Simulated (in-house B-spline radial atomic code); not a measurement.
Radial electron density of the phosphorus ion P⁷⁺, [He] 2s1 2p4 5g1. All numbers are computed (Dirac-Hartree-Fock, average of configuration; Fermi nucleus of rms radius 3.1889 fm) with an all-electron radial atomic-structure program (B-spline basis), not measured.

Columns: r (bohr), 4πr²n(r) (electrons per bohr), bar.

```
 0.00426   0.4409 #
 0.00518   0.6327 ##
 0.00628   0.8978 ##
 0.00763     1.27 ###
 0.00926    1.777 #####
  0.0112    2.448 ######
  0.0136    3.352 #########
  0.0166    4.555 ############
  0.0201    6.003 ################
  0.0244    7.767 #####################
  0.0296    9.773 ##########################
  0.0359    11.91 ################################
  0.0436    13.97 #####################################
   0.053    15.65 ##########################################
  0.0643    16.58 ############################################
   0.078    16.51 ############################################
  0.0947    15.36 #########################################
   0.115    13.41 ####################################
    0.14    11.27 ##############################
   0.169      9.8 ##########################
   0.206    9.409 #########################
    0.25    10.06 ###########################
   0.303    10.95 #############################
   0.368    11.03 #############################
   0.446    9.664 ##########################
   0.542    7.031 ###################
   0.658    4.103 ###########
   0.798    1.847 #####
   0.969   0.6048 ##
    1.18   0.1422 
    1.43  0.05517 
    1.73  0.09571 
     2.1   0.2001 #
    2.55   0.3301 #
     3.1   0.4002 #
    3.76   0.3336 #
    4.57   0.1756 
    5.54    0.054 
    6.73 0.008384 
    8.16 0.0005925 
    9.91 1.531e-05 
      12 1.281e-07
```

On this grid the curve has 3 maxima, near 0.0643, 0.368, 3.1 bohr.

The 5g7/2 radial function P(r) = rR(r), positive near the nucleus, with its small component Q(r) (sign convention: Q ≈ (P' + κP/r)/2c):

| r (bohr) | P | Q |
| --- | --- | --- |
| 0.368 | 0.001264 | 0.0001039 |
| 0.542 | 0.006386 | 0.0003462 |
| 0.798 | 0.02873 | 0.00101 |
| 1.18 | 0.1094 | 0.002403 |
| 1.73 | 0.3069 | 0.004031 |
| 2.55 | 0.5745 | 0.004043 |
| 3.76 | 0.5775 | 0.001672 |
| 5.54 | 0.2324 | 2.061e-05 |
| 8.16 | 0.02434 | -4.421e-05 |
